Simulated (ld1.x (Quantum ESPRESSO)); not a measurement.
**Ranking TM semilocal potentials for Cl**

All share these settings but for the change named:

| Quantity | Value |
| --- | --- |
| Element | chlorine (Cl) |
| Generator | ld1.x (Quantum ESPRESSO) 7.5 |
| Type | norm-conserving Troullier–Martins (semilocal form) |
| Functional | PBE |
| Relativity | scalar-relativistic |
| Frozen core | [Ne] |
| Valence charge | 7 |
| Reference configuration | 3s2 3p5 |
| Partial waves | 3p (bound): rc 1.50 bohr; 3d channel at 0.35 Ry: rc 1.35 bohr; 3s (bound): rc 1.25 bohr |
| Local potential | the s channel |
| Core correction | none |

Test errors are all-electron minus pseudo excitation energies from the reference, over 3s2 3p4; 3s2 3p3; 3s2 3p2; 3s2 3p4.5; 3s2 3p5.3; 3s1 3p6; 3s1 3p5. None of these files shows a bound ghost.

The base gives 64.1 meV.

Of 7 variants that were run, those that failed, showed a ghost or another fault, or gave nearly equal values are left out.

A variant can come out equal or close to the base, since the largest error may sit in a test that the change hardly touches while other tests move.

Question: Rank these variants by their largest absolute test error, smallest first.
A. wave 3p (bound): rc 1.50 bohr becomes 3p (bound): rc 0.98 bohr
B. wave 3p (bound): rc 1.50 bohr becomes 3p (bound): rc 2.28 bohr
C. wave 3p (bound): rc 1.50 bohr becomes 3p (bound): rc 1.86 bohr

Answer: B (50.5 meV), C (59.3 meV), A (74.6 meV).
